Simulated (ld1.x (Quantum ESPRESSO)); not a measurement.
Reading a pseudo-wave (rhodium)

Columns: radius, all-electron u(r) and pseudo u(r) of the 4d shell (level -5.94 eV) of rhodium in the configuration [Ar] 3d10 4s2 4p6 4d8 5s1 5p0; PBE, scalar-relativistic, TM semilocal scheme, ld1.x (Quantum ESPRESSO) 7.5.

| r (bohr) | all-electron | pseudo |
| --- | --- | --- |
| 0.093 | 0.1568 | -0.0026 |
| 0.185 | 0.3773 | -0.0196 |
| 0.278 | 0.3889 | -0.0626 |
| 0.370 | 0.2326 | -0.1360 |
| 0.463 | 0.0034 | -0.2392 |
| 0.555 | -0.2270 | -0.3614 |
| 0.648 | -0.4294 | -0.4917 |
| 0.740 | -0.5874 | -0.6128 |
| 0.833 | -0.7032 | -0.7152 |
| 0.925 | -0.7783 | -0.7891 |
| 1.018 | -0.8215 | -0.8344 |
| 1.110 | -0.8388 | -0.8524 |
| 1.203 | -0.8372 | -0.8492 |
| 1.295 | -0.8223 | -0.8310 |
| 1.388 | -0.7979 | -0.8030 |
| 1.480 | -0.7678 | -0.7701 |
| 1.573 | -0.7336 | -0.7344 |
| 1.665 | -0.6980 | -0.6981 |
| 1.758 | -0.6612 | -0.6612 |
| 1.850 | -0.6250 | -0.6250 |
| 1.943 | -0.5892 | -0.5892 |
| 2.035 | -0.5549 | -0.5549 |
| 2.128 | -0.5217 | -0.5217 |
| 2.220 | -0.4903 | -0.4903 |
| 2.313 | -0.4602 | -0.4602 |
| 2.405 | -0.4320 | -0.4320 |

Question: How many radial nodes do the two functions have?

Answer: The all-electron 4d function has n − l − 1 = 1; the pseudo-wave has 0, since the states of the same l below it are removed with the core.

Question: At about which radius was the pseudo-wave matched?

Answer: 1.85 bohr. The columns agree to 0.0005 from 1.67 bohr on; several derivatives are matched, so the curves merge somewhat inside the radius.

Question: Is the pseudo-wave norm-conserving?

Answer: Yes: the TM semilocal scheme keeps the norm inside the radius equal to the all-electron one, which fixes the energy derivative of the logarithmic derivative at the level.
